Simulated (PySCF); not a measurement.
A family of related molecules: H2E=Y. Gas-phase values, no solvent. Strings in code marks are SMILES.

Method: r2SCAN-D4/def2-TZVP in PySCF. All candidates: neutral, multiplicity 1. Delta-SCF ions had no search for a lower state. 

- HOMO: -5.84 eV
- dipole moment: 2.57 D
- vertical ionisation energy (Delta-SCF): 8.82 eV

### Question
Name which member has these values.
A) `C=N`
B) `[SiH2]=S`
C) `[GeH2]=[Se]`
D) `N=[SiH2]`

### Answer
C, `[GeH2]=[Se]`. The others give `C=N`: -6.58 eV, 1.99 D, 10.45 eV; `[SiH2]=S`: -6.32 eV, 2.62 D, 9.49 eV; `N=[SiH2]`: -6.55 eV, 2.33 D, 9.83 eV
